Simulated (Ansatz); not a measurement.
The same path of BClH2O + H2S (8 atoms, charge 0, multiplicity 1) was run 3 times with different band settings. Lost on the way: B1–H2, S6–H8. Made: B1–S6, H2–H8.

Method: RKS B3LYP-D4/6-31G* (Ansatz).

Relaxed end points:

```xyz
8
Properties=species:S:1:pos:R:3
B -0.078 -0.639 -0.205
H 0.180 -1.207 0.808
O 0.848 -0.136 -1.045
H 1.743 -0.248 -0.690
Cl -1.783 -0.484 -0.684
S 0.031 2.391 1.300
H -0.735 2.444 0.191
H -1.039 2.338 2.121
```

```xyz
8
Properties=species:S:1:pos:R:3
B 0.039 0.734 -0.578
H -0.399 -0.626 2.611
O 1.251 0.140 -0.595
H 1.224 -0.774 -0.918
Cl -1.421 -0.148 -1.120
S -0.030 2.452 0.016
H -1.358 2.617 -0.137
H -0.141 0.064 2.517
```

Common settings: movable images 7; climbing image yes; spring 5.0 eV/Å²; optimiser quadratic models (default); start path through a guess of the saddle point; end points relaxed.

| run | force threshold | iteration limit |
| --- | --- | --- |
| 1 | 0.03 eV/Å | 48 |
| 2 | 0.5 eV/Å | 52 |
| 3 | 0.5 eV/Å | 60 |

**Question.** What does each run give, and how far can it be trusted?

**Answer.** Run 1: converged after 22 iterations, highest image 1.649 eV above the first end. Neighbouring images differ by up to 1.5 eV, so the band resolves the path poorly. A vibrational analysis at the climbing image gives one clearly imaginary mode, 1114i cm⁻¹: a first-order saddle point.
Run 2: converged after 11 iterations, highest image 1.666 eV above the first end. The threshold of 0.5 eV/Å is loose, so the images may lie well off the minimum-energy path. The order of the point at the top wasn't checked.
Run 3: converged after 11 iterations, highest image 1.666 eV above the first end. The threshold of 0.5 eV/Å is loose, so the images may lie well off the minimum-energy path. The order of the point at the top wasn't checked.
The orbitals stay closed-shell, which can raise the energy where a bond breaks towards radicals; this wasn't checked here.
